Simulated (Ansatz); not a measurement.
This geometry of CH$_{9}$GeNSi (13 atoms, charge 0, multiplicity 1) is a first-order saddle point.

All numbers below come from Ansatz 0.2.0, RKS PBE-D4/def2-SVP.

```xyz
13
Properties=species:S:1:pos:R:3
N -1.723 0.807 -0.323
C -1.353 -0.583 -0.308
Si 0.529 -0.808 -0.643
Ge 1.779 0.445 0.969
H -2.393 1.166 -0.993
H -1.310 1.466 0.329
H -1.645 -1.131 0.624
H -1.886 -1.111 -1.127
H 0.853 -0.281 -2.018
H 0.978 -2.251 -0.564
H 1.562 -0.118 2.402
H 3.304 0.429 0.681
H 1.326 1.934 0.986
```

Question: Which two structures does it join? (They come from a converged band through this point; their orientation in space is the band's.)

Answer: No bond is made or broken. The height of N1 over the plane of its neighbours goes from 0.39 to -0.40 Å.

First end point:

```xyz
13
Properties=species:S:1:pos:R:3
N -1.674 0.864 -0.525
C -1.309 -0.549 -0.433
Si 0.572 -0.774 -0.676
Ge 1.760 0.470 0.991
H -2.689 0.985 -0.424
H -1.248 1.398 0.243
H -1.611 -1.085 0.506
H -1.793 -1.107 -1.265
H 0.996 -0.307 -2.042
H 0.929 -2.233 -0.528
H 1.415 -0.048 2.415
H 3.298 0.375 0.809
H 1.374 1.976 0.944
```

Last end point:

```xyz
13
Properties=species:S:1:pos:R:3
N -1.857 0.835 -0.409
C -1.408 -0.559 -0.311
Si 0.474 -0.825 -0.603
Ge 1.719 0.416 1.023
H -1.599 1.229 -1.323
H -1.372 1.417 0.287
H -1.688 -0.965 0.685
H -1.972 -1.177 -1.044
H 0.822 -0.284 -1.968
H 0.898 -2.275 -0.553
H 1.509 -0.163 2.450
H 3.242 0.414 0.724
H 1.252 1.900 1.056
```

Question: How far does it lie above each of them?

Answer: 0.191 eV above the first and 0.203 eV above the second. This is the barrier of this one path; another mechanism may lie lower.

The run took 120 s on 2 threads of Arm Neoverse V1, on a shared host, peak memory 0.17 GiB.
